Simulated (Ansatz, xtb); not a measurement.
Two structures of CH3I

Structure X is a singlet given by its coordinates and structure Y is a singlet given by its coordinates. Both are isolated molecules in the gas phase, relaxed with r2SCAN-D4/def2-SVP.

X (Å):

```xyz
5

C     0.2818   -0.9218    0.2982
I    -0.4154    0.8022   -0.5784
H    -0.1849    1.1838   -2.2794
H    -0.1996   -1.7947   -0.1676
H     1.3799   -0.9506    0.2364
```

Close contacts (Å): C1–I2 2.06, C1–H4 1.10, C1–H5 1.10, I2–H3 1.76.

Y (Å):

```yaml
atoms:
  - { symbol: C, position_ang: [-0.1253, -0.3272, -0.8598] }
  - { symbol: I, position_ang: [0.0955, 1.5211, 0.0908] }
  - { symbol: H, position_ang: [-0.1572, 1.0802, 1.7077] }
  - { symbol: H, position_ang: [0.8415, -0.4715, -1.3666] }
  - { symbol: H, position_ang: [-0.9562, -0.1565, -1.5617] }
```

Close contacts (Å): C1–I2 2.09, C1–H4 1.10, C1–H5 1.10, I2–H3 1.69.

**Question.** Which of the two would you expect CCSD(T)/def2-TZVPP electronic energies to favour?

**Answer.** Structure X; the calculation gives E(Y) − E(X) = +4.9 kcal/mol.

How the difference moves with the method:

```tsv
level	geometry	E(Y) − E(X) (kcal/mol)	departure from the last row (kcal/mol)	job, with rough time for the two
r2SCAN-D4/def2-SVP	r2SCAN-D4/def2-SVP	+7.0	+2.1	optimisation, 25 s
HF/def2-TZVPP	r2SCAN-D4/def2-SVP	+2.0	−2.9	part of the CCSD(T) run
MP2/def2-TZVPP	r2SCAN-D4/def2-SVP	+4.0	−0.9	part of the CCSD(T) run
CCSD(T)/def2-TZVPP	r2SCAN-D4/def2-SVP	+4.9		single point, 37 s
```

None of the levels shown reverses the order. The largest departure from CCSD(T)/def2-TZVPP is that of HF/def2-TZVPP, 2.9 kcal/mol. Levels run at GFN2-xTB geometries aren't shown.

With harmonic frequencies from r2SCAN-D4/def2-SVP (ideal gas, rigid rotor, one conformer each, 298.15 K, 1 atm): the zero-point term adds −0.1 kcal/mol; ΔH is +5.0 and ΔG +4.7 kcal/mol.

The correlated steps freeze 5 core orbitals; the filled d shell of I is correlated, in a basis made for valence electrons. Atoms past krypton carry core potentials in the def2 sets and no spin–orbit term is included. Programs: Ansatz 0.2.0; the last row on 1 thread of Arm Neoverse V2 on a shared host.
